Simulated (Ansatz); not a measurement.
Removing an electron: TiB7⁻ (the lowest singlet isomer of a short search). The state is a singlet with charge -1. Geometry: PBE-D4/def2-SVPD. Ansatz, gas phase; energy differences of separate SCF runs; the oxidised species was run as a doublet alone.

```xyz
8

Ti   -0.939    1.649    0.744
B     0.607   -1.243   -0.900
B     1.475    0.056   -0.722
B     0.980    1.294    0.146
B    -0.430    0.290   -0.761
B    -1.352   -0.348    0.840
B     0.368   -0.216    0.726
B    -0.708   -1.481   -0.073
```

The structure comes from a short search, and lower isomers may exist.

```json
{"level": "PBE-D4/def2-TZVPD", "−HOMO (eV)": "0.30", "vertical IE (eV)": "2.62", "−LUMO (eV)": "-0.80", "HOMO–LUMO gap (eV)": "1.11"}
{"level": "r2SCAN-D4/def2-TZVPD", "−HOMO (eV)": "0.37", "vertical IE (eV)": "2.47", "−LUMO (eV)": "-1.05", "HOMO–LUMO gap (eV)": "1.42"}
{"level": "PBE0-D4/def2-TZVPD", "−HOMO (eV)": "1.03", "vertical IE (eV)": "2.48", "−LUMO (eV)": "-1.27", "HOMO–LUMO gap (eV)": "2.30"}
```

Run but left out: HF/def2-SVPD, MP2/def2-SVPD, CCSD/def2-SVPD, CCSD(T)/def2-SVPD (singlet: restricted singlet, unstable towards broken spin symmetry).
